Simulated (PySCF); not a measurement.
(1Z,3Z)-1,4-dichlorobuta-1,3-diene (C4H4Cl2), SMILES Cl/C=C\C=C/Cl.

Coordinates come from a B3LYP-D3(BJ)/def2-SVP optimisation. Other conformers were not sampled.

Vertical ionisation energy (IE) and electron affinity (EA) in eV. Rows of orbital energies are one-electron estimates. Where ΔSCF, EOM or ADC give a negative EA the extra electron is unbound and the value depends on the basis.

| level | IE | EA |
|---|---|---|
| −ε(HOMO), −ε(LUMO), HF/def2-TZVP (PySCF) | 8.98 | -2.10 |
| −ε(HOMO), −ε(LUMO), PBE/def2-TZVP (PySCF) | 5.78 | 2.39 |
